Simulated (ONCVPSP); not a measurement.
# Which change was made? (Pb, ONCV)

ONCVPSP 4.0.1 input, shortened (lines: element, Z, core and valence counts, functional; n l f; lmax; l rc ep ncon nbas qcut; lloc lpopt rc5 dvloc0; l nproj debl; icmod fcfact rcfact), PBE, scalar-relativistic:

```
  Pb 82.00   13    2        4      upf
    1    0    2.00
    2    0    2.00
    2    1    6.00
    3    0    2.00
    3    1    6.00
    3    2   10.00
    4    0    2.00
    4    1    6.00
    4    2   10.00
    4    3   14.00
    5    0    2.00
    5    1    6.00
    5    2   10.00
    6    0    1.00
    6    1    3.00
    1
    0    2.05    0.00    4    7    2.60
    1    2.75    0.00    4    7    2.70
    4    3    1.30    0.00
    0    2    3.20
    1    3    1.10
    2    0.25    1.15
```

Cutoffs, loose and tight: the cutoffs (Ha) at which the residual kinetic energy of the hardest occupied pseudo-wave falls to 1 and 0.1 mHa per electron. They do not see the model core or the augmentation charge, which bear on the density cutoff. Test errors are all-electron minus pseudo excitation energies from the reference, over the configurations 6s2 6p2; 6s2 6p1; 6s2 6p0; 6s2 6p1.5; variants that change the core or the reference have their own tests.

The base gives: outcome: generated; cutoff, loose: 23 Ha; cutoff, tight: 29 Ha; bound ghosts: none; GHOST(+) flags above zero: p; largest test error (meV): 4 of 4 tests not solved or not reliable.

**Question.** After one change the result is: outcome: generated; cutoff, loose: 23 Ha; cutoff, tight: 29 Ha; bound ghosts: s; GHOST(+) flags above zero: p; largest test error (meV): -15. Which change was it?
A. s: debl 2.55
B. s: nbas 8
C. all radii but the core radius scaled by about 1.16 (s 2.38, p 3.18 bohr); local potential polynomial inside 1.50 bohr (lpopt 3, dvloc0 0 Ha)

**Answer.** A. The others give: all radii but the core radius scaled by about 1.16 (s 2.38, p 3.18 bohr); local potential polynomial inside 1.50 bohr (lpopt 3, dvloc0 0 Ha) → outcome: generated; cutoff, loose: 17 Ha; cutoff, tight: 22 Ha; bound ghosts: none; GHOST(+) flags above zero: s, p; largest test error (meV): -40 | s: nbas 8 → outcome: generated; cutoff, loose: 33 Ha; cutoff, tight: 41 Ha; bound ghosts: s; GHOST(+) flags above zero: p; largest test error (meV): -17.
